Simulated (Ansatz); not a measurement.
`C=C[CH2][GeH3]` + dimethylamine → `C[N](C)[GeH3]` + propene at 500 K and 1 bar (ligand exchange at a Ge–C bond).

Program: Ansatz. Geometries: PBE0-D4/def2-TZVP. ΔE: electronic, gas phase. CCSD(T)/CBS adds triple-zeta CCSD(T) − MP2 to the extrapolated MP2 energy (def2 sets, frozen cores). For Ge outer-core shells are correlated without core-valence functions, which leaves a few kJ/mol of doubt a bond. Scalar relativity is left out up to krypton. One conformer a species, not always the lowest.

```
         species  CCSD(T)/CBS energy (Eh)  H − E (kJ/mol)  S (J/(mol·K))
`C=C[CH2][GeH3]`              -2195.05349           289.8          396.6
           `CNC`               -135.00321           273.8          313.8
 `C[N](C)[GeH3]`              -2212.31524           322.7          403.6
          `C=CC`               -117.74610           238.4          304.6
```

H − E and S are ideal-gas, rigid-rotor, harmonic terms from PBE0-D4/def2-TZVP, for one conformer and one mirror image of each species. 1 Eh = 2625.50 kJ/mol, R = 8.31446 J/(mol·K).

By hand: ΔE, ΔH, ΔS and ΔG.

ΔE = (-2212.31524) + (-117.74610) − (-2195.05349) − (-135.00321) = -0.00464 Eh = -12.2 kJ/mol. Δ(H − E) = 322.7 + 238.4 − 289.8 − 273.8 = -2.5, so ΔH = -14.7 kJ/mol. ΔS = 403.6 + 304.6 − 396.6 − 313.8 = -2.2 J/(mol·K). ΔG = -14.7 − 500 × (-2.2)/1000 = -13.6 kJ/mol.

By hand: the equilibrium constant, and the temperature at which ΔG would vanish if ΔH and ΔS stayed fixed.

log₁₀ K = −ΔG/(RT ln 10) = 1.4. ΔG = 0 at ΔH/ΔS = 6682 K, far beyond where these terms or the molecules hold.

The number of gas molecules stays the same, so ΔS is small and ΔH decides. A doubt of 5 kJ/mol in ΔE shifts log₁₀ K by 0.5 here. Other conformers and mirror images would add mixing entropy, several J/(mol·K) or more a flexible species. These are equilibria of isolated gas molecules and say nothing of rates. Largest T1 diagnostic: 0.011 (customary marks: 0.02 for closed shells, 0.045 for open ones).
